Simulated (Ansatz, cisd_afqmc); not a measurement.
Species: B, charge 0, doublet.

Total energies in def2-TZVPPD, 3 correlated electrons, 1 frozen orbitals. UHF or UKS for unpaired electrons; spin-orbit terms are left out. Cores are frozen in correlated methods. No relativity. AFQMC is phaseless with a CISD trial state; ± is one standard error, without the phaseless bias. Outlying blocks are dropped, and bars are widened where a walk drifts. Over all cases where full CI ran beside it in this data, AFQMC minus full CI had a median of +0.1 mEh and passed +0.4 mEh in a tenth of the cases. Full CI freezes restricted core orbitals and the other rows unrestricted ones, which leaves a small offset even where coupled cluster is exact.

```json
[
 {"method": "HF", "program": "Ansatz", "energy (Eh)": "-24.53238", "error against FCI (mEh)": "66.07"},
 {"method": "MP2", "program": "Ansatz", "energy (Eh)": "-24.57595", "error against FCI (mEh)": "22.50"},
 {"method": "CCSD", "program": "Ansatz", "energy (Eh)": "-24.59671", "error against FCI (mEh)": "1.74"},
 {"method": "CCSD(T)", "program": "Ansatz", "energy (Eh)": "-24.59804", "error against FCI (mEh)": "0.41"},
 {"method": "CCSDT", "program": "Ansatz", "energy (Eh)": "-24.59848", "error against FCI (mEh)": "-0.03"},
 {"method": "AFQMC/CISD", "program": "cisd_afqmc", "energy (Eh)": "-24.5983 ± 0.0001", "error against FCI (mEh)": "0.2 ± 0.1"},
 {"method": "FCI", "program": "Ansatz", "energy (Eh)": "-24.59845", "error against FCI (mEh)": "0.00"}
]
```

Ansatz is an electronic-structure program.
